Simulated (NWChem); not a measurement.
System: C$_{2}$H$_{5}$BFN; SMILES C=CB(N)F

```xyz
10

B     -0.0377    -0.5160     0.0371
F     -0.8764    -1.5681    -0.0887
C     -0.6494     0.9172     0.1651
C     -0.0057     2.0547    -0.1293
H     -1.6903     0.9948     0.4861
H     -0.4723     3.0346    -0.0451
H      1.0238     2.0591    -0.4868
N      1.3417    -0.7783     0.0449
H      1.7130    -1.7116    -0.0662
H      2.0410    -0.0672     0.1955
```
Atoms are numbered in this order, from 1.

Results from NWChem. Pople sets run with spherical d functions. All runs use the structure optimised with B3LYP/6-31G* (spherical d).

For level revPBE/6-31G*:

| Item | Value |
|---|---|
| highest occupied level (eV) | -5.98 |
| orbital gap (eV) | 4.85 |

Problem. What are these values for level B3LYP/6-31G*?

Solution. 
| Item | Value |
|---|---|
| highest occupied level (eV) | -7.06 |
| orbital gap (eV) | 6.63 |
